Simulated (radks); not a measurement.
Trend from B3+ to Ne3+: ionisation energy by Delta-SCF between NIST ground configurations, and size. Method: Dirac Kohn-Sham, BLYP, spin-unpolarised, spherical densities, finite nucleus; open shells fill j = l - 1/2 first; Fermi nuclear charge, rms radius of each element as measured or else 0.836 A^(1/3) + 0.57 fm; computed with a radial shooting solver on a logarithmic mesh with Libxc functionals.

\begin{tabular}{lrrrrrrrr}
species & configuration & IE (eV) & NIST (eV) & kind & -e(HOMO) (eV) & outermost & <r> outermost (bohr) & r at 0.001 e/bohr^3 (bohr) \\ \hline
B3+ & [He] & 266.08 & 259.37 & theory & 231.91 (1s1/2) & 1s1/2 & 0.326 & 1.23 \\
C3+ & [He] 2s1 & 64.136 & 64.494 & exp. & 56.126 (2s1/2) & 2s1/2 & 1.28 & 2.47 \\
N3+ & [He] 2s2 & 77.807 & 77.474 & exp. & 68.070 (2s1/2) & 2s1/2 & 1.11 & 2.42 \\
O3+ & [He] 2s2 2p1 & 77.074 & 77.414 & exp. & 65.088 (2p1/2) & 2s1/2 & 0.978 & 2.34 \\
F3+ & [He] 2s2 2p2 & 85.972 & 87.18 & semi-emp. & 72.890 (2p1/2) & 2s1/2 & 0.877 & 2.26 \\
Ne3+ & [He] 2s2 2p3 & 94.643 & 97.190 & semi-emp. & 80.544 (2p3/2) & 2s1/2 & 0.796 & 2.18 \\
\end{tabular}

Reference values: NIST Atomic Spectra Database (exp. = measured, semi-emp. = semi-empirical, theory = theoretical value adopted there). Spin polarisation and multiplet splitting are left out, so open shells lie too high by an amount that depends on their filling.

Beside tabulated values, note that spin-unpolarised runs miss the spin-polarisation part of the exchange energy of open shells.
